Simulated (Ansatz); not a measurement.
`N[Si](O)(Cl)Br` + H–F → `O[Si](F)(Cl)Br` + NH₃  (ligand exchange at the Si–N bond)

Computed with Ansatz on PBE0-D4/def2-TZVP structures; ΔE is electronic, products minus reactants. CCSD(T)/CBS is the MP2 limit (def2-TZVPP, def2-QZVPP) plus CCSD(T) − MP2 in def2-TZVPP, frozen cores. This one scheme is used for every species. DFT in def2-TZVPP. For Br outer-core shells are correlated without core-valence functions, which leaves a few kJ/mol of doubt a bond. Scalar relativity is left out up to krypton. Each species was taken in one conformer, which may not be the lowest.

`N[Si](O)(Cl)Br`:

Cartesian coordinates in Å:
```
N -1.208 0.160 -0.218
Si 0.419 0.078 0.247
O 1.217 -1.061 -0.593
Cl 1.176 1.951 -0.060
Br 0.778 -0.480 2.352
H -1.720 1.015 -0.070
H -1.797 -0.651 -0.109
H 1.135 -1.012 -1.549
```

H–F:

Z-matrix (Å, degrees):
```
F
H 1 0.920
```

`O[Si](F)(Cl)Br`:

```xyz
6

O     0.043   -0.642   -1.167
Si    0.011    0.009    0.308
F     1.441   -0.032    0.978
Cl   -0.541    1.960    0.244
Br   -1.350   -1.171    1.530
H     0.397   -0.124   -1.893
```

NH₃:

```xyz
4

N     0.243    0.127   -0.066
H    -0.489    0.342   -0.733
H     0.339   -0.881   -0.046
H    -0.093    0.412    0.845
```

```tsv
level	ΔE (kJ/mol)	difference from CCSD(T)/CBS
revPBE-D4	-66.6	5.6
CAM-B3LYP-D4	-78.0	-5.8
PBE-QIDH	-71.3	0.9
BLYP	-84.6	-12.4
RPA@PBE/def2-TZVPP	-76.0	-3.8
HF/def2-SVP	-74.0	-1.8
CCSD/def2-SVP	-72.7	-0.5
HF/def2-TZVPP	-86.3	-14.1
HF/def2-QZVPP	-88.2	-16.0
CCSD/CBS(def2)	-73.9	-1.7
CCSD(T)/CBS	-72.2	0
```

Largest T1 diagnostic among the species: 0.009.

Leaving LDA and LC-ωPBE aside and taking each functional with its dispersion term where it has one, the values, not all of them listed here, spread over 18.3 kJ/mol, from B97M-V to revPBE-D4. LDA lies +7.3 kJ/mol from PBE without D4. In def2-TZVPP, CCSD(T) changes the Hartree–Fock value by +12.5 kJ/mol (the triples alone add +1.7 kJ/mol) and MP2 by +16.1 kJ/mol.
